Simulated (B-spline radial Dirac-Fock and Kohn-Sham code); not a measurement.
Method: configuration-average Dirac-Fock orbitals. Computed with a radial finite-basis atomic code.

Q: This computed X-ray form factor belongs to an atom or ion in its tabulated ground configuration. Which?

```csv
sin θ/λ (Å⁻¹),f₀
0.3,24.020
0.6,21.392
0.7,20.275
1,16.657
1.1,15.461
1.4,12.207
1.8,9.008
2,7.904
6,2.061
```

A: I²⁸⁺, with 25 electrons in [Ar] 3d7. f₀ tends to the number of electrons as s goes to zero, which the first rows give only roughly, and the rate of fall reflects the nuclear charge, 53.
